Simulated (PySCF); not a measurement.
A structure optimised at PBE0-D3(BJ)/def2-SVP, used in a PySCF frequency run:

```xyz
6

Ta     0.0000     0.0000    -0.4527
F      0.0000    -1.8287    -0.8606
F      0.0000     1.8287    -0.8606
F      1.7435     0.0000    -1.1112
F     -1.7435     0.0000    -1.1112
Br     0.0000     0.0000     1.9583
```
Charge 0, spin multiplicity 1.

**Question.** Write its SMILES, formula and point group.

**Answer.** [F][Ta]([F])([F])([F])[Br], BrF4Ta, C2v

**Question.** What are its rotational constants (standard atomic weights)?

**Answer.** 2.0834, 0.94629, 0.92622 GHz
